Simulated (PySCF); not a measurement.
An unknown gives this computed stick spectrum. Method used: PySCF, TDDFT B3LYP/def2-SVPD, vertical, gas phase, core orbitals frozen in the response. Geometries: PBE0-D3(BJ)/def2-SVP, one conformer each.

| state | E (eV) | f |
| --- | --- | --- |
| S1 | 5.65 | 0.0000 |
| S2 | 5.96 | 0.015 |
| S3 | 6.18 | 0.0000 |
| S4 | 6.53 | 0.041 |
| S5 | 6.66 | 0.0000 |
| S6 | 6.80 | 0.252 |
| S7 | 6.87 | 0.026 |
| S8 | 6.97 | 0.027 |
| S9 | 7.16 | 0.0000 |
| S10 | 7.18 | 0.020 |

Problem. Which structure fits? All have the formula C8H12.
A. `C(=C=C(CC)C=C)C`
B. `C1=C\CC/C=C\CC/1`
C. `C1CCCC(C1)C#C`

Solution. B. Its S1 lies at 5.65 eV; the nearest of the others has S1 at 4.98 eV. S1 is HOMO→LUMO (95%). Löwdin shares by element: HOMO carbon 64% or more (atoms not listed hold the other 36%); LUMO carbon 67% or more (atoms not listed hold the other 33%). At the same level the other candidates give, for their lowest levels:
- `C=CC(=C=CC)CC`: 4.98 eV (f 0.001); 5.41 eV (f 0.168); 5.42 eV (f 0.485); 5.99 eV (f 0.034); 6.28 eV (f 0.008); T1 3.27 eV; HOMO -6.26, LUMO -0.86 eV
- `C#CC1CCCCC1`: 6.56 eV (f 0.000); 6.73 eV (f 0.000); 6.74 eV (f 0.004); 7.04 eV (f 0.018); 7.06 eV (f 0.023); T1 5.39 eV; HOMO -7.33, LUMO 0.42 eV
Triplets come from the Tamm–Dancoff approximation.
